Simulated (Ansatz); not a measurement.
A run for Ansatz (an electronic-structure program): U-r2SCAN/def2-TZVPP on H4PbSi (SMILES [SiH3][PbH]), a point of a bond scan (R = 4.021 Å). Elements past Kr take the def2 small-core potentials; no spin–orbit coupling.

Ansatz 0.2 input:
```yaml
crystal:
  periodic: [false, false, false]
  atoms:
    - {symbol: Pb, position_ang: [0.01264380, 0.35481597, 0.33070929]}
    - {symbol: H, position_ang: [-0.43048829, 1.47502972, -1.08006028]}
    - {symbol: Si, position_ang: [-0.03318368, -1.72695224, -1.46551517]}
    - {symbol: H, position_ang: [2.62970298, -1.11067403, -4.41427281]}
    - {symbol: H, position_ang: [-1.37568005, -1.84281653, -2.09941456]}
    - {symbol: H, position_ang: [0.28087739, -3.05109006, -0.86382657]}
basis:
  gaussian:
    orbitals: def2-TZVPP
hamiltonian:
  xc: {name: r2SCAN}
magnetization: {spin_polarized: true, initial_magnetization: 0}
```

Problem. What total energy does the run end on?

Solution. -484.6746 hartree. Its determinant has ⟨S²⟩ = 1.01, a mixture of spin states.

Problem. How many basis functions does it have, and what does it roughly cost on one machine?

Solution. 148 functions; around 14 core-seconds (rough).
